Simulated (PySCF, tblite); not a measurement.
Isomers of C5H12O2Si, one GFN2-xTB conformer each. Single-point energies are computed at PBE0/pcSseg-1 (PySCF, gas phase, no added dispersion term), electronic only.

```json
{"SMILES": "CO[C@H]1C[Si@H](OC)C1", "GFN2-xTB relative energy (kcal/mol)": "38.6"}
{"SMILES": "CO[C@H]1C[Si@@H](OC)C1", "GFN2-xTB relative energy (kcal/mol)": "38.1"}
{"SMILES": "C[C@@]1(O[SiH3])CCOC1", "GFN2-xTB relative energy (kcal/mol)": "0.0"}
{"SMILES": "C=C[C@@](C)(CO)O[SiH3]", "GFN2-xTB relative energy (kcal/mol)": "28.9"}
{"SMILES": "CCCC(=O)C[SiH2]O", "GFN2-xTB relative energy (kcal/mol)": "11.4"}
```

Conformers: `[CH3:1][O:2][C@H:3]1[CH2:4][Si@H:5]([O:6][CH3:7])[CH2:8]1` with C1–O2–C3–C4 172°, C4–Si5–O6–C7 94°, O2–C3–C4–Si5 105°, C3–C4–Si5–O6 117°, C4–Si5–C8–C3 -11°, O2–C3–C8–Si5 -101°; `[CH3:1][O:2][C@H:3]1[CH2:4][Si@@H:5]([O:6][CH3:7])[CH2:8]1` with C1–O2–C3–C4 71°, C4–Si5–O6–C7 -177°, O2–C3–C4–Si5 137°, C3–C4–Si5–O6 -134°, C4–Si5–C8–C3 14°, O2–C3–C8–Si5 -140°; `[CH3:1][C@@:2]1([O:3][SiH3:4])[CH2:5][CH2:6][O:7][CH2:8]1` with C1–C2–O3–Si4 -57°, C1–C2–C5–C6 117°, C2–C5–C6–O7 -22°, C5–C6–O7–C8 39°, C6–O7–C8–C2 -40°; `[CH2:1]=[CH:2][C@@:3]([CH3:4])([CH2:5][OH:6])[O:7][SiH3:8]` with C1–C2–C3–C4 96°, C2–C3–C5–O6 -179°, C3–C5–O6–H -49°, C2–C3–O7–Si8 -69°; `[CH3:1][CH2:2][CH2:3][C:4](=[O:5])[CH2:6][SiH2:7][OH:8]` with C1–C2–C3–C4 178°, C2–C3–C4–O5 -8°, C3–C4–C6–Si7 -108°, C4–C6–Si7–O8 -45°, C6–Si7–O8–H 14°.

What does PBE0/pcSseg-1 give for the same structures?

| SMILES | PBE0/pcSseg-1 E (Eh) | PBE0/pcSseg-1 (kcal/mol) | GFN2-xTB (kcal/mol) | point group |
| --- | --- | --- | --- | --- |
| CCCC(=O)C[SiH2]O | -637.17459 | 0.0 | 11.4 | C1 |
| C[C@@]1(O[SiH3])CCOC1 | -637.12823 | 29.1 | 0.0 | C1 |
| CO[C@H]1C[Si@@H](OC)C1 | -637.11847 | 35.2 | 38.1 | C1 |
| CO[C@H]1C[Si@H](OC)C1 | -637.11649 | 36.5 | 38.6 | C1 |
| C=C[C@@](C)(CO)O[SiH3] | -637.10582 | 43.2 | 28.9 | C1 |

GFN2-xTB puts C[C@@]1(O[SiH3])CCOC1 lowest instead; measured from each level's own lowest isomer, the values differ by up to 29.1 kcal/mol (C[C@@]1(O[SiH3])CCOC1: 0.0 against 29.1). As drawn, the lowest has a C=O bond and an Si–C bond, which the highest lacks; the highest has a C=C bond outside aromatic rings, which the lowest lacks. Neighbours under 2.5 kcal/mol apart (CO[C@H]1C[Si@@H](OC)C1 and CO[C@H]1C[Si@H](OC)C1) can change places with a better method, another conformer or zero-point energy. CO[C@H]1C[Si@@H](OC)C1 and CO[C@H]1C[Si@H](OC)C1 are stereoisomers, 1.3 kcal/mol apart in the conformers taken.

Which frontier levels, dipoles and rotational constants go with these structures?

```tsv
SMILES	HOMO (eV, PBE0/pcSseg-1)	LUMO (eV)	dipole (D)	A, B, C (MHz)
CCCC(=O)C[SiH2]O	-7.50	-0.75	3.21	3477, 771.4, 746.1
C[C@@]1(O[SiH3])CCOC1	-7.35	0.46	0.90	3330, 1066, 1038
CO[C@H]1C[Si@@H](OC)C1	-7.05	0.85	1.49	5086, 772.1, 749.4
CO[C@H]1C[Si@H](OC)C1	-7.07	0.89	0.96	5830, 784.1, 749.4
C=C[C@@](C)(CO)O[SiH3]	-7.56	0.01	1.49	1764, 1680, 1086
```

What happens when harmonic zero-point energies from GFN2-xTB frequencies are added?

| SMILES | ZPE (kcal/mol) | electronic (kcal/mol) | with ZPE (kcal/mol) |
| --- | --- | --- | --- |
| CCCC(=O)C[SiH2]O | 100.4 | 0.0 | 0.0 |
| C[C@@]1(O[SiH3])CCOC1 | 100.5 | 29.1 | 29.2 |
| CO[C@H]1C[Si@@H](OC)C1 | 102.0 | 35.2 | 36.8 |
| CO[C@H]1C[Si@H](OC)C1 | 101.9 | 36.5 | 37.9 |
| C=C[C@@](C)(CO)O[SiH3] | 98.2 | 43.2 | 40.9 |

The zero-point energies span 3.8 kcal/mol. The order is unchanged.
